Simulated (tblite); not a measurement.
Compound: C7H18BP.
Atom-mapped SMILES: `[BH3-:1][P@+:2]([CH3:3])([CH:4]=[CH2:5])[C:6]([CH3:7])([CH3:8])[CH3:9]` (hydrogens: H10, H11, H12 on B1; H13, H14, H15 on C3; H16 on C4; H17, H18 on C5; H19, H20, H21 on C7; H22, H23, H24 on C8; H25, H26, H27 on C9)
Bond orders are those of one Lewis drawing.

Computed with GFN2-xTB (tblite), gas phase: L-BFGS steps from a force-field or distance-geometry start until the largest atomic force falls under 0.01 eV/Å.

Step 24: E = -759.0931 eV
```
atom  x, y, z in Å  |  force x, y, z in eV/Å
B1      1.7661   -1.2303   -1.1282    0.003   0.001  -0.001
P2      0.6703   -0.2188    0.0926   -0.001  -0.001  -0.001
C3      1.5309    1.2694    0.7454    0.006   0.006   0.011
C4      0.2756   -1.1155    1.6192    0.033  -0.011   0.024
C5      1.2391   -1.6011    2.3872   -0.012  -0.059  -0.035
C6     -0.9958    0.4103   -0.5105   -0.046   0.012  -0.034
C7     -0.7112    1.2907   -1.7267    0.005   0.010  -0.011
C8     -1.7892    1.1986    0.5293    0.000   0.006   0.008
C9     -1.7781   -0.8247   -0.9569   -0.001  -0.012   0.001
H10     1.9794   -0.5198   -2.0609   -0.006   0.012  -0.001
H11     1.1620   -2.2198   -1.4011    0.000   0.004  -0.006
H12     2.7454   -1.4510   -0.4805    0.013  -0.003   0.013
H13     1.7763    1.9333   -0.0807   -0.007  -0.005  -0.007
H14     0.9336    1.7926    1.4880   -0.019   0.026   0.013
H15     2.4608    0.9398    1.2053   -0.002  -0.034  -0.019
H16    -0.7633   -1.3091    1.8518   -0.007   0.020   0.000
H17     2.2778   -1.4630    2.1324   -0.007   0.033   0.027
H18     1.0399   -2.1840    3.2729   -0.018   0.028   0.007
H19    -0.1728    2.1920   -1.4399   -0.003   0.019   0.000
H20    -0.1079    0.7405   -2.4462    0.006   0.017  -0.018
H21    -1.6390    1.5925   -2.2119   -0.006  -0.024   0.019
H22    -1.2650    2.1033    0.8292    0.026  -0.012   0.003
H23    -2.7457    1.5007    0.1023    0.010  -0.020  -0.013
H24    -1.9965    0.6059    1.4174    0.037  -0.013   0.011
H25    -1.1976   -1.3803   -1.6909   -0.010  -0.014  -0.008
H26    -2.7278   -0.5393   -1.4082    0.010   0.021   0.001
H27    -1.9875   -1.4863   -0.1183   -0.006  -0.005   0.014
```

Step 25: E = -759.0937 eV
```
atom  x, y, z in Å  |  force x, y, z in eV/Å
B1      1.7668   -1.2301   -1.1287    0.027  -0.013  -0.017
P2      0.6719   -0.2195    0.0920   -0.040   0.004  -0.021
C3      1.5302    1.2691    0.7457    0.002   0.002   0.007
C4      0.2757   -1.1154    1.6184    0.019  -0.010   0.008
C5      1.2376   -1.6017    2.3873   -0.005  -0.043  -0.020
C6     -0.9957    0.4100   -0.5115   -0.043   0.009  -0.036
C7     -0.7122    1.2917   -1.7273    0.007   0.007  -0.006
C8     -1.7878    1.1980    0.5301    0.013  -0.004  -0.001
C9     -1.7790   -0.8249   -0.9569    0.002  -0.009   0.004
H10     1.9818   -0.5201   -2.0623   -0.013   0.007   0.013
H11     1.1645   -2.2210   -1.4033    0.002   0.019   0.003
H12     2.7471   -1.4515   -0.4811    0.000   0.001   0.007
H13     1.7749    1.9328   -0.0805   -0.001   0.002  -0.012
H14     0.9323    1.7917    1.4879   -0.022   0.028   0.017
H15     2.4595    0.9393    1.2057    0.012  -0.032  -0.013
H16    -0.7639   -1.3076    1.8487   -0.009   0.019   0.009
H17     2.2763   -1.4646    2.1338    0.006   0.033   0.022
H18     1.0373   -2.1786    3.2761   -0.023   0.009   0.012
H19    -0.1758    2.1936   -1.4383   -0.002   0.017  -0.005
H20    -0.1071    0.7435   -2.4469    0.004   0.017  -0.015
H21    -1.6399    1.5929   -2.2133   -0.002  -0.030   0.026
H22    -1.2614    2.1021    0.8285    0.013  -0.012   0.004
H23    -2.7454    1.4997    0.1046    0.021  -0.021  -0.002
H24    -1.9914    0.6038    1.4181    0.029  -0.002   0.008
H25    -1.1991   -1.3822   -1.6902   -0.012  -0.010  -0.005
H26    -2.7291   -0.5399   -1.4081    0.020   0.021   0.005
H27    -1.9882   -1.4846   -0.1165   -0.007  -0.007   0.007
```

Step 26: E = -759.0942 eV
```
atom  x, y, z in Å  |  force x, y, z in eV/Å
B1      1.7678   -1.2300   -1.1292    0.041  -0.021  -0.025
P2      0.6727   -0.2200    0.0913   -0.060   0.008  -0.033
C3      1.5295    1.2690    0.7461   -0.007  -0.003   0.002
C4      0.2759   -1.1155    1.6179   -0.003  -0.007  -0.014
C5      1.2363   -1.6034    2.3871    0.002  -0.017   0.000
C6     -0.9962    0.4098   -0.5131   -0.017   0.000  -0.023
C7     -0.7130    1.2928   -1.7280    0.007   0.003   0.000
C8     -1.7862    1.1973    0.5306    0.023  -0.015  -0.009
C9     -1.7800   -0.8254   -0.9569    0.003  -0.004   0.004
H10     1.9836   -0.5200   -2.0632   -0.015   0.004   0.022
H11     1.1667   -2.2217   -1.4053    0.002   0.028   0.008
H12     2.7487   -1.4519   -0.4815   -0.010   0.005   0.002
H13     1.7736    1.9321   -0.0806    0.004   0.006  -0.010
H14     0.9310    1.7918    1.4881   -0.015   0.022   0.014
H15     2.4585    0.9381    1.2057    0.017  -0.026  -0.010
H16    -0.7645   -1.3059    1.8460   -0.006   0.016   0.017
H17     2.2752   -1.4654    2.1358    0.015   0.027   0.017
H18     1.0345   -2.1736    3.2794   -0.024  -0.011   0.014
H19    -0.1787    2.1955   -1.4369   -0.003   0.013  -0.010
H20    -0.1063    0.7468   -2.4481    0.003   0.018  -0.010
H21    -1.6410    1.5929   -2.2143   -0.002  -0.029   0.024
H22    -1.2575    2.1006    0.8278   -0.001  -0.011   0.004
H23    -2.7448    1.4983    0.1067    0.025  -0.018   0.010
H24    -1.9858    0.6016    1.4188    0.020   0.009   0.003
H25    -1.2008   -1.3842   -1.6897   -0.014  -0.007   0.000
H26    -2.7301   -0.5400   -1.4079    0.022   0.017   0.005
H27    -1.9891   -1.4831   -0.1147   -0.007  -0.007  -0.002
```

Step 27: E = -759.0947 eV
```
atom  x, y, z in Å  |  force x, y, z in eV/Å
B1      1.7693   -1.2302   -1.1299    0.038  -0.016  -0.020
P2      0.6724   -0.2202    0.0902   -0.049   0.006  -0.031
C3      1.5288    1.2690    0.7467   -0.014  -0.006  -0.004
C4      0.2762   -1.1157    1.6174   -0.022  -0.005  -0.030
C5      1.2352   -1.6053    2.3870    0.006   0.012   0.016
C6     -0.9970    0.4096   -0.5151    0.017  -0.010  -0.003
C7     -0.7136    1.2940   -1.7289    0.005  -0.001   0.004
C8     -1.7843    1.1964    0.5309    0.027  -0.020  -0.012
C9     -1.7808   -0.8259   -0.9569    0.002   0.001   0.002
H10     1.9848   -0.5196   -2.0635   -0.013   0.004   0.021
H11     1.1685   -2.2217   -1.4067    0.000   0.027   0.008
H12     2.7499   -1.4521   -0.4816   -0.013   0.007   0.000
H13     1.7725    1.9315   -0.0808    0.007   0.006  -0.002
H14     0.9300    1.7925    1.4887   -0.001   0.009   0.003
H15     2.4578    0.9364    1.2054    0.009  -0.016  -0.010
H16    -0.7650   -1.3042    1.8440   -0.001   0.011   0.024
H17     2.2745   -1.4658    2.1381    0.015   0.017   0.013
H18     1.0317   -2.1694    3.2826   -0.023  -0.024   0.007
H19    -0.1815    2.1975   -1.4358   -0.004   0.008  -0.013
H20    -0.1056    0.7502   -2.4496    0.003   0.016  -0.006
H21    -1.6421    1.5923   -2.2147   -0.007  -0.022   0.017
H22    -1.2539    2.0989    0.8270   -0.009  -0.007   0.002
H23    -2.7438    1.4966    0.1086    0.021  -0.012   0.019
H24    -1.9802    0.5996    1.4193    0.012   0.014  -0.001
H25    -1.2027   -1.3863   -1.6895   -0.013  -0.005   0.002
H26    -2.7307   -0.5397   -1.4078    0.014   0.012   0.003
H27    -1.9900   -1.4818   -0.1131   -0.007  -0.006  -0.010
```

**Question.** Estimate the geometry and energy of step 28. (The exact step hangs on the optimiser's Hessian estimate; all steps are aligned on step 27, rigid shifts and turns removed.)

**Answer.** E = -759.0951 eV, largest force 0.043 eV/Å
```
atom  x, y, z in Å  |  force x, y, z in eV/Å
B1      1.7711   -1.2305   -1.1307    0.020  -0.002  -0.006
P2      0.6714   -0.2204    0.0890   -0.015  -0.001  -0.016
C3      1.5280    1.2689    0.7471   -0.015  -0.008  -0.009
C4      0.2763   -1.1160    1.6167   -0.024  -0.006  -0.031
C5      1.2344   -1.6065    2.3871    0.003   0.033   0.021
C6     -0.9974    0.4093   -0.5168    0.038  -0.016   0.011
C7     -0.7140    1.2948   -1.7296    0.002  -0.003   0.003
C8     -1.7825    1.1953    0.5308    0.023  -0.017  -0.007
C9     -1.7815   -0.8263   -0.9569    0.000   0.002  -0.002
H10     1.9852   -0.5190   -2.0632   -0.007   0.008   0.011
H11     1.1695   -2.2211   -1.4074   -0.002   0.017   0.004
H12     2.7506   -1.4521   -0.4815   -0.007   0.006   0.002
H13     1.7718    1.9311   -0.0810    0.007   0.003   0.006
H14     0.9295    1.7936    1.4893    0.011  -0.004  -0.007
H15     2.4574    0.9349    1.2049   -0.005  -0.008  -0.012
H16    -0.7654   -1.3029    1.8430    0.003   0.006   0.026
H17     2.2742   -1.4658    2.1401    0.006   0.009   0.012
H18     1.0293   -2.1670    3.2851   -0.019  -0.026  -0.007
H19    -0.1837    2.1991   -1.4354   -0.006   0.004  -0.013
H20    -0.1051    0.7531   -2.4510    0.004   0.012  -0.005
H21    -1.6430    1.5915   -2.2148   -0.013  -0.016   0.009
H22    -1.2514    2.0974    0.8264   -0.010  -0.001   0.001
H23    -2.7426    1.4951    0.1103    0.014  -0.007   0.020
H24    -1.9758    0.5983    1.4195    0.007   0.012   0.000
H25    -1.2045   -1.3880   -1.6893   -0.009  -0.005   0.001
H26    -2.7309   -0.5393   -1.4076    0.004   0.010  -0.001
H27    -1.9908   -1.4809   -0.1121   -0.007  -0.005  -0.012
```

The energy changes by -0.0004 eV. The first-order estimate −F·Δx gives -0.0005 eV and the mean of the old and new forces, exact on a quadratic surface, -0.0004 eV. The step makes an angle of 68° with the force vector and moves no atom by more than 0.005 Å.

Hardware: an Arm Neoverse N1 with one thread (shared host).
